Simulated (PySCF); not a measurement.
# Structure from 2D NMR

Compound of formula C5H9N3OSi. Correlations simulated from computed shifts and the bond graph:

HSQC (one-bond C–H):
```
  δH    δC
4.04  41.9
2.57  28.8
```

HMBC (two and three bonds, from the bond graph; two-bond peaks within aromatic rings are usually weak or absent):
```
  δH            δC
4.61  154.2, 144.3
2.57  193.6, 154.2
```

Carbons without hydrogens: δ 193.6, 154.2, 144.3.

- shielding tensors at PBE/pcSseg-1 (GIAO)
- geometry from PBE0-D3(BJ)/def2-SVP
- code: PySCF 2.14.0 with density-fitted response routines
- no solvent model, non-relativistic Hamiltonian, single conformer, rapidly exchanging positions averaged

Referencing at the same level of theory: 1H (σ = 31.20 ppm) and 13C (σ = 180.03 ppm) vs TMS.

Exchangeable hydrogens are left out of these lists.

Task: Work out the connectivity.

Result: SMILES CC(=O)c1nn(C)nc1[SiH3].

Atoms are numbered as in `[CH3:1][C:2](=[O:3])[c:4]1[n:5][n:6]([CH3:7])[n:8][c:9]1[SiH3:10]`; H(Xn) means a hydrogen on atom n.

1. δC 193.6 is C2, a ketone carbonyl carbon.
2. δC 154.2 is C4, a substituted aromatic carbon next to a ring nitrogen.
3. δC 144.3 is C9, a substituted aromatic carbon next to a ring nitrogen.
4. δC 41.9 is C7, a methyl carbon bonded to N (δH 4.04).
5. δC 28.8 is C1, a methyl carbon α to a carbonyl (δH 2.57).
6. HMBC from δH 4.61 reaches the proton-free carbons C4, C9.
7. HMBC from δH 2.57 reaches the proton-free carbons C2, C4.

This is the structure that produced the data.

Shifts are as computed. Against solution values, carbons near 30 ppm lie about +2 ppm off and those near 130 ppm about +2 ppm (rms about the fit 1.8 ppm; single classes can miss by 10 ppm). Of 1328 compounds with measured shifts, 309 miss one by over three times the rms of a fit or turn the order of signals round; such compounds aren't used in these exercises. Signals without a measured value on file couldn't be tested in this way.
